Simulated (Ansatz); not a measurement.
CH5AlF2Si (`C[SiH2][Al]([F])[F]`). Total charge 0; spin multiplicity 1. The structure was optimised at the PBE0-D4/def2-TZVP level. It is one conformer, not always the lowest.

```xyz
10

C     0.220    1.490    0.586
Si   -0.756   -0.083    0.274
Al    0.511   -1.730   -0.998
F     2.068   -1.446   -1.454
F    -0.131   -3.177   -1.447
H     0.505    1.964   -0.354
H    -0.377    2.200    1.162
H     1.133    1.277    1.146
H    -1.163   -0.712    1.563
H    -2.009    0.217   -0.476
```

What is the dipole moment at B3LYP/def2-TZVPP? (Best estimate.)

Computed: 2.54 D, with components (-0.63, 2.13, 1.23) D in this frame, pointing from negative to positive charge.

And with PBE, r2SCAN, ωB97M-V? (Best estimate.)

Ansatz gave: PBE 2.55 D, r2SCAN 2.49 D, ωB97M-V 2.48 D.

Give the Mulliken charges with B3LYP, PBE, ωB97M-V in def2-TZVPP. (Estimate.)

Computed: 
```json
{"atom": "C1", "B3LYP": "-0.38", "PBE": "-0.36", "ωB97M-V": "-0.44"}
{"atom": "Si2", "B3LYP": "0.11", "PBE": "0.04", "ωB97M-V": "0.03"}
{"atom": "Al3", "B3LYP": "0.76", "PBE": "0.69", "ωB97M-V": "0.76"}
{"atom": "F4", "B3LYP": "-0.35", "PBE": "-0.31", "ωB97M-V": "-0.34"}
{"atom": "F5", "B3LYP": "-0.35", "PBE": "-0.31", "ωB97M-V": "-0.34"}
{"atom": "H6", "B3LYP": "0.11", "PBE": "0.11", "ωB97M-V": "0.13"}
{"atom": "H7", "B3LYP": "0.11", "PBE": "0.11", "ωB97M-V": "0.13"}
{"atom": "H8", "B3LYP": "0.11", "PBE": "0.11", "ωB97M-V": "0.13"}
{"atom": "H9", "B3LYP": "-0.06", "PBE": "-0.04", "ωB97M-V": "-0.02"}
{"atom": "H10", "B3LYP": "-0.06", "PBE": "-0.04", "ωB97M-V": "-0.02"}
```

B3LYP here is the variant with VWN-RPA as its local correlation; programs differ in this.
